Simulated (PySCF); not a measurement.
How exact exchange moves a shielding

Molecule: `[SiH3]OC/C=C/C`, C$_{4}$H$_{10}$OSi.

Bonds (- single, = double, # triple, : aromatic): C1-C2, C2=C3, C3-C4, C4-O5, O5-Si6. C1 carries H7, H8, H9; C2 carries H10; C3 carries H11; C4 carries H12, H13; Si6 carries H14, H15, H16. Stereochemistry as in C/C=C/CO[SiH3].

GIAO shieldings (ppm, equivalent atoms averaged) in PySCF 2.14.0 with density-fitted response routines on the PBE0-D3(BJ)/def2-SVP geometry, basis pcSseg-1, gas phase, non-relativistic:

```tsv
functional	exact exchange (%)	σ(C4)	σ(O5)	σ(Si6)
BLYP	0	103.6	304.3	361.8
BP86	0	108.7	310.7	365.2
PBE	0	109.0	310.3	366.2
B3LYP	20	110.4	316.2	374.1
PBE0	25	116.8	323.7	382.1
mPW1PW91	25	116.1	323.1	381.0
HF	100	132.4	346.2	430.5
```

Task: Fit each shielding as a line in the percentage of exact exchange.

Result: σ(C4) = 107.7 + 0.25 x (rms 2.3 ppm); σ(O5) = 310.0 + 0.38 x (rms 3.1 ppm); σ(Si6) = 364.0 + 0.66 x (rms 1.8 ppm). The functionals also differ in their semilocal parts, which the line can't hold; Hartree–Fock has no correlation at all.

Task: What does the line predict for BHandHLYP (50 %), and what does the run give?

Result: σ(C4): 120.2 predicted, 119.1 computed; σ(O5): 329.0 predicted, 329.7 computed; σ(Si6): 397.0 predicted, 393.9 computed ppm.
